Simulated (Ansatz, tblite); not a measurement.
Forces on `O[Si](O)(O)C12CC3CC(CC(C3)C1)C2` at its PBE-D4/def2-SVP geometry. Total charge 0; singlet.

The xTB rows come from tblite.

GFN2-xTB (tblite), largest force 1.35 eV/Å:

```xyz
32
positions Å, forces eV/Å
O     2.196    2.077    1.852   -0.997    0.834   -0.185
Si    1.037    2.295    0.653    0.532    1.197    0.342
O    -0.161    3.325    1.227    0.995    0.112   -0.853
O     1.763    3.003   -0.690    0.364   -0.219    1.240
C     0.289    0.641    0.183   -0.291   -0.647   -0.183
C     1.397   -0.322   -0.320    0.032    0.004    0.003
C     0.780   -1.681   -0.707   -0.046    0.084    0.035
C     0.090   -2.299    0.526    0.051   -0.196    0.088
C    -1.024   -1.358    1.024    0.053    0.065   -0.056
C    -2.060   -1.149   -0.099   -0.213   -0.054    0.013
C    -1.373   -0.530   -1.331    0.070    0.022    0.071
C    -0.258   -1.472   -1.826    0.007   -0.094   -0.199
C    -0.759    0.831   -0.946   -0.004    0.025   -0.018
C    -0.410    0.002    1.412   -0.009    0.016    0.027
H     2.039    2.621    2.643    0.202   -0.552   -0.563
H    -0.200    4.172    0.749   -0.118   -0.684    0.424
H     2.706    3.203   -0.555   -0.750   -0.182   -0.261
H     1.914    0.127   -1.195   -0.349   -0.252    0.439
H     2.164   -0.461    0.473   -0.476    0.065   -0.390
H     1.584   -2.361   -1.065   -0.356    0.274    0.149
H    -0.336   -3.293    0.267    0.177    0.536    0.084
H     0.835   -2.468    1.334   -0.375    0.155   -0.421
H    -1.521   -1.804    1.912    0.206    0.174   -0.389
H    -2.877   -0.483    0.257    0.471   -0.298   -0.174
H    -2.530   -2.120   -0.370    0.301    0.469    0.120
H    -2.121   -0.380   -2.140    0.315   -0.084    0.344
H    -0.692   -2.449   -2.133    0.197    0.488    0.221
H     0.233   -1.041   -2.726   -0.238   -0.171    0.505
H    -1.555    1.528   -0.604    0.415   -0.434   -0.134
H    -0.277    1.299   -1.832   -0.213   -0.306    0.493
H    -1.200    0.684    1.793    0.413   -0.369   -0.278
H     0.327   -0.131    2.234   -0.365    0.021   -0.494
```

r2SCAN-D4/def2-TZVP (Ansatz), largest force 0.93 eV/Å:

```
O -0.755 0.464 -0.276
Si 0.214 0.476 0.136
O 0.710 -0.115 -0.586
O 0.096 -0.272 0.882
C 0.078 0.171 0.048
C 0.304 0.081 -0.008
C 0.161 -0.148 -0.077
C 0.072 -0.258 0.124
C -0.106 -0.101 0.182
C -0.287 -0.066 0.018
C -0.157 0.022 -0.169
C 0.014 -0.121 -0.269
C -0.062 0.281 -0.128
C -0.014 0.143 0.280
H 0.094 -0.302 -0.416
H 0.006 -0.453 0.261
H -0.504 -0.107 -0.088
H -0.233 -0.212 0.339
H -0.332 0.030 -0.320
H -0.338 0.287 0.151
H 0.164 0.432 0.091
H -0.310 0.091 -0.340
H 0.210 0.189 -0.374
H 0.357 -0.266 -0.146
H 0.223 0.401 0.107
H 0.316 -0.062 0.341
H 0.174 0.409 0.155
H -0.202 -0.166 0.389
H 0.306 -0.320 -0.138
H -0.198 -0.223 0.353
H 0.306 -0.300 -0.173
H -0.306 0.016 -0.348
```

PBE0-D4/def2-TZVP (Ansatz), largest force 1.04 eV/Å:

```
O -0.831 0.587 -0.200
Si 0.211 0.470 0.134
O 0.774 -0.006 -0.689
O 0.225 -0.255 0.979
C -0.003 -0.009 -0.004
C 0.159 0.045 0.000
C 0.069 -0.058 -0.032
C 0.036 -0.125 0.061
C -0.043 -0.039 0.079
C -0.140 -0.031 0.009
C -0.065 0.014 -0.070
C 0.008 -0.057 -0.131
C -0.028 0.148 -0.067
C -0.008 0.079 0.145
H 0.122 -0.387 -0.544
H 0.014 -0.586 0.341
H -0.656 -0.134 -0.109
H -0.253 -0.232 0.380
H -0.363 0.037 -0.358
H -0.375 0.320 0.168
H 0.183 0.468 0.103
H -0.338 0.094 -0.371
H 0.233 0.211 -0.415
H 0.386 -0.293 -0.160
H 0.237 0.439 0.119
H 0.351 -0.068 0.379
H 0.192 0.447 0.163
H -0.221 -0.185 0.421
H 0.342 -0.348 -0.156
H -0.222 -0.241 0.392
H 0.342 -0.331 -0.187
H -0.340 0.025 -0.382
```
